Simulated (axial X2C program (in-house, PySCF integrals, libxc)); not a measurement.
**Correcting the dissociation energy of GeN⁺ for spin–orbit coupling**

A spin-free PBE0 curve (one-electron X2C) was computed with an in-house all-electron X2C program for linear molecules (integrals from PySCF), basis Ge dyall-cv3z [9s9p7d4f1g], N dyall-av3z [7s7p3d2f] (cores contracted in-house), for the state M_S = 1, Λ = 0 (beyond evenly filled blocks: π+α, π-α). It gives D0 = 2.167 eV to Ge+ + N, which in a spin-free picture are the weighted means of the ground terms.

Measured levels of the ground terms (NIST Handbook of Basic Atomic Spectroscopic Data), in cm⁻¹: Ge+ 2P: J = 1/2 at 0, J = 3/2 at 1767.4; N 4S: J = 3/2 at 0.

The molecular state has Λ = 0, so it has no first-order lowering.

(1) How far does each ground level lie under the (2J+1)-weighted mean of its term?

(2) Correct D0.

Second-order spin–orbit effects in the molecule, which grow quickly with Z, are left out. One determinant describes the state; a PBE0 search over occupations chose it and may have missed a lower one. De is counted from the lowest determinant-based energies of the atoms at the same level, without counterpoise correction.

## Answers

(1) Ge+: (2 × 0 + 4 × 1767.4)/6 = 1178 cm⁻¹; N: a single level, 0.

(2) D0 = 2.167 + (0 − 1178)/8065.5 = 2.021 eV at PBE0 with these spin–orbit terms.
